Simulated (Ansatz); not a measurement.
Total energies of `C[SiH]1[CH2][Al]1[SH]`.

Cartesian coordinates in Å:
```
C -1.110 1.355 -1.317
Si -0.763 0.221 0.132
C 0.115 -1.462 -0.164
Al 1.167 -0.529 1.185
S 2.943 -0.900 2.391
H -1.432 2.339 -0.969
H -1.903 0.936 -1.943
H -0.218 1.487 -1.932
H -1.997 0.025 0.948
H 0.699 -1.426 -1.096
H -0.453 -2.391 -0.136
H 2.952 0.345 2.901
```

Charge 0, multiplicity 1. Geometry: relaxed with PBE0-D4/def2-TZVP. It is one conformer, not always the lowest. Basis def2-TZVPP, the Gaussian-basis code of Ansatz.

RPA on PBE orbitals: Hartree–Fock energy of these orbitals -1008.19682 Eh, correlation -1.26132 Eh (frozen core).

```json
{"functional": "LDA (SPW92)", "energy without D4 (Eh)": "-1006.26605", "D4 term (kJ/mol)": "–"}
{"functional": "PBE", "energy without D4 (Eh)": "-1010.04082", "D4 term (kJ/mol)": "-26.6"}
{"functional": "BLYP", "energy without D4 (Eh)": "-1010.55673", "D4 term (kJ/mol)": "-56.8"}
{"functional": "B97M-V", "energy without D4 (Eh)": "-1010.38519", "D4 term (kJ/mol)": "–"}
{"functional": "B3LYP", "energy without D4 (Eh)": "-1010.67567", "D4 term (kJ/mol)": "-43.1"}
{"functional": "r2SCANh", "energy without D4 (Eh)": "-1010.47487", "D4 term (kJ/mol)": "-7.2"}
{"functional": "r2SCAN0", "energy without D4 (Eh)": "-1010.46326", "D4 term (kJ/mol)": "-8.0"}
{"functional": "HSE06 (plane-wave form)", "energy without D4 (Eh)": "-1010.11401", "D4 term (kJ/mol)": "-21.6"}
{"functional": "CAM-B3LYP", "energy without D4 (Eh)": "-1010.57734", "D4 term (kJ/mol)": "-23.7"}
{"functional": "LC-ωPBE", "energy without D4 (Eh)": "-1010.26770", "D4 term (kJ/mol)": "–"}
{"functional": "ωB97X-V", "energy without D4 (Eh)": "-1010.44029", "D4 term (kJ/mol)": "–"}
{"functional": "ωB97M-V", "energy without D4 (Eh)": "-1010.50071", "D4 term (kJ/mol)": "–"}
{"functional": "B2PLYP", "energy without D4 (Eh)": "-1010.16587", "D4 term (kJ/mol)": "–"}
{"functional": "PBE-QIDH", "energy without D4 (Eh)": "-1009.86581", "D4 term (kJ/mol)": "–"}
```

Give the same for revPBE, r2SCAN, PBE0, BHLYP. (Best estimate.)

The calculation gave: 
```
functional  energy without D4 (Eh)  D4 term (kJ/mol)
    revPBE             -1010.40367             -71.6
    r2SCAN             -1010.48336              -6.7
      PBE0             -1010.13904             -22.9
     BHLYP             -1010.55417             -36.5
```

B3LYP takes the VWN-RPA correlation (the form of Gaussian; ORCA's B3LYP/G). HSE06 is the plane-wave form, built on full-range PBE exchange. The double hybrids freeze the cores in their second-order part.

LC-ωPBE has ω = 0.4 bohr⁻¹.
